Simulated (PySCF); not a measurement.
# Where the electron goes

Compound: C3H12N2Si.
Geometry (PBE0-D3(BJ)/def2-SVP, Å), atoms numbered from 1 in this order:
```
atom  x, y, z in Å
C1    -1.551    0.690    0.167
C2    -0.641   -0.067   -0.797
C3    -1.037   -1.537   -0.930
Si4    1.186    0.146   -0.346
N5     1.393   -0.599    1.204
N6     1.761    1.767   -0.181
H7    -2.612    0.611   -0.126
H8    -1.458    0.296    1.192
H9    -1.295    1.761    0.204
H10   -0.728    0.400   -1.798
H11   -0.989   -2.058    0.041
H12   -0.382   -2.081   -1.630
H13   -2.073   -1.645   -1.295
H14    1.991   -0.414   -1.488
H15    0.903   -1.458    1.423
H16    2.305   -0.580    1.647
H17    2.092    2.282   -0.987
H18    1.393    2.381    0.536
```

Computed, not measured: PySCF, TDDFT B3LYP/def2-SVPD, vertical, gas phase, core orbitals frozen in the response.

Kohn–Sham orbitals with the atoms that hold most of them (Löwdin shares over 4%, at most four atoms; ? is withheld):

```tsv
orbital	ε (eV)	atoms
HOMO-3	-9.08	C2 24%, C1 17%, H10 12%, C3 11%
HOMO-2	-8.12	N6 23%, C2 19%, Si4 14%, C1 9%
HOMO-1	-7.09	?
HOMO	?	N6 35%, C2 15%, Si4 13%, N5 11%
LUMO	0.22	?
LUMO+1	0.63	H17 12%, H18 11%, Si4 11%, N6 11%
LUMO+2	1.05	H10 12%, C3 11%, H13 9%, H16 9%
```

(1) Give the leading atoms of the LUMO.

(2) Which atoms hold the HOMO-1, and with what shares?

(3) What is the HOMO energy, and the HOMO–LUMO gap?

Results:

(1) Si4 (bonded to C, 2 N and H) 22%; H15 (bonded to N) 9%; C1 (bonded to C and 3 H) 8%; H16 (bonded to N) 8%. By element: silicon 22%, hydrogen 16% or more, carbon 8% or more.

(2) N5 (bonded to Si and 2 H) 53%; N6 (bonded to Si and 2 H) 16%; Si4 (bonded to C, 2 N and H) 11%; H16 (bonded to N) 5%. By element: nitrogen 69%, silicon 11%, hydrogen 5% or more.

(3) ε(HOMO) = -6.71 eV; the gap is 6.93 eV (0.2546 hartree).

The HOMO–LUMO gap is 6.93 eV. Where does the response calculation put the lowest singlet, and from which orbitals?

S1 is at 6.04 eV (f = 0.024), 0.88 eV below the gap, made of HOMO→LUMO (93%). Without the coupling terms of the response equations the lowest excitation would equal the gap.

One configuration dominates each of S1, S4 and S8. Which, and how do the shares of the two leading atoms of either orbital change from the occupied to the empty one?

- S1 (6.04 eV, f 0.024), HOMO→LUMO (93%): N6 35% → at most 8%, C2 15% → at most 8%, Si4 13% → 22%, H15 at most 11% → 9%
- S4 (6.87 eV, f 0.039), HOMO-1→LUMO+1 (81%): N5 53% → at most 11%, N6 16% → 11%, H17 at most 6% → 12%, H18 at most 6% → 11%
- S8 (7.52 eV, f 0.028), HOMO-2→LUMO (86%): N6 23% → at most 8%, C2 19% → at most 8%, Si4 14% → 22%, H15 at most 9% → 9%

Löwdin shares depend on the basis, the more so with diffuse functions.

One conformer stands for the species.
